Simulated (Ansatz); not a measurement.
Total energies of C3H8Cl2GaN (`CC(C)[NH][Ga]([Cl])[Cl]`).

```
atom   x (Å)   y (Å)   z (Å)
  C1  -0.297  -0.061   1.701
  C2   0.299   0.115   0.312
  C3   1.574  -0.699   0.148
  N4  -0.671  -0.221  -0.718
 Ga5  -1.340   0.870  -1.970
 Cl6  -0.718   2.903  -2.052
 Cl7  -2.758   0.170  -3.390
  H8  -1.192   0.552   1.820
  H9  -0.578  -1.106   1.868
 H10   0.421   0.219   2.476
 H11   0.549   1.173   0.179
 H12   2.012  -0.539  -0.839
 H13   2.314  -0.426   0.904
 H14   1.363  -1.767   0.257
 H15  -0.979  -1.182  -0.696
```

Charge 0, multiplicity 1. Correlated methods include outer-core shells of Ga, which these sets cover unevenly. Scalar relativity is left out up to krypton. All single points use the PBE0-D4/def2-TZVP geometry. It is one conformer, not always the lowest. Basis def2-TZVPP, Ansatz 0.2.0.

RPA on PBE orbitals: Hartree–Fock energy of these orbitals -3015.10813 Eh, correlation -2.15501 Eh (frozen core).

```
             functional  energy without D4 (Eh)  D4 term (kJ/mol)
            LDA (SPW92)             -3011.80841                 –
                    PBE             -3018.47191             -40.0
                   PBE0             -3018.61363             -34.5
                r2SCAN0             -3019.15770             -12.5
HSE06 (plane-wave form)             -3018.58764             -32.4
                  BHLYP             -3019.24499             -51.0
              CAM-B3LYP             -3019.43110             -35.5
                ωB97X-V             -3019.01882                 –
                 B2PLYP             -3018.59928                 –
               PBE-QIDH             -3018.09440                 –
```

**Question.** Give the same for revPBE, BLYP, r2SCAN, B97M-V, B3LYP, r2SCANh, LC-ωPBE, ωB97M-V. (Best estimate.)

**Answer.** The calculation gave: 
```tsv
functional	energy without D4 (Eh)	D4 term (kJ/mol)
revPBE	-3019.00435	-113.5
BLYP	-3019.34415	-85.5
r2SCAN	-3019.20500	-10.6
B97M-V	-3018.76707	–
B3LYP	-3019.46101	-64.1
r2SCANh	-3019.18525	-11.3
LC-ωPBE	-3018.77315	–
ωB97M-V	-3019.14406	–
```

B3LYP takes the VWN-RPA correlation (the form of Gaussian; ORCA's B3LYP/G). HSE06 is the plane-wave form, built on full-range PBE exchange. The double hybrids freeze the cores in their second-order part.

LC-ωPBE has ω = 0.4 bohr⁻¹.
